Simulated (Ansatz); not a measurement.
`CO[SiH2]S[SiH2]O` + `N[Si](O)([SiH3])[SiH3]` → `O[SiH2]S[SiH2][SiH3]` + `CO[Si](N)(O)[SiH3]`  (redistribution)

Isolated molecules relaxed with PBE0-D4/def2-TZVP in Ansatz; ΔE leaves out vibrations. CBS: MP2 limit from def2 TZ/QZ plus the TZ coupled-cluster correction, frozen cores. Functionals use def2-TZVPP. B3LYP here is the variant with VWN-RPA as its local correlation; programs differ in this. Each species was taken in one conformer, which may not be the lowest.

```
             level  ΔE (kJ/mol)  difference from CCSD(T)/CBS
            PBE-D4        -12.5                          5.2
         r2SCAN-D4        -16.0                          1.7
           PBE0-D4        -16.3                          1.4
          B3LYP-D4        -14.2                          3.5
           ωB97X-V        -16.0                          1.7
           ωB97M-V        -15.6                          2.1
            B2PLYP        -16.6                          1.1
               PBE        -14.6                          3.1
            r2SCAN        -16.4                          1.3
              PBE0        -18.1                         -0.4
             B3LYP        -17.6                          0.1
     HF/def2-TZVPP        -26.8                         -9.1
    MP2/def2-TZVPP        -15.3                          2.4
SCS-MP2/def2-TZVPP        -16.8                          0.9
   CCSD/def2-TZVPP        -19.6                         -1.9
CCSD(T)/def2-TZVPP        -17.4                          0.3
     HF/def2-QZVPP        -27.4                         -9.7
    MP2/def2-QZVPP        -15.7                          2.0
SCS-MP2/def2-QZVPP        -17.3                          0.4
      HF/CBS(def2)        -27.5                         -9.8
     MP2/CBS(def2)        -15.7                          2.0
    CCSD/CBS(def2)        -20.0                         -2.3
       CCSD(T)/CBS        -17.7                            0
```

Largest T1 diagnostic among the species: 0.013.

In def2-TZVPP, CCSD(T) changes the Hartree–Fock value by +9.5 kJ/mol (the triples alone add +2.2 kJ/mol) and MP2 by +11.5 kJ/mol. The D4 term adds +3.4 kJ/mol with B3LYP and +1.8 kJ/mol with PBE0; it sums over pairs of atoms, weighted by their polarisabilities, and B3LYP, whose exchange is more repulsive, gets the larger term. From PBE to PBE0 (25 % exact exchange), in def2-TZVPP and without D4, ΔE moves by −3.5 kJ/mol.
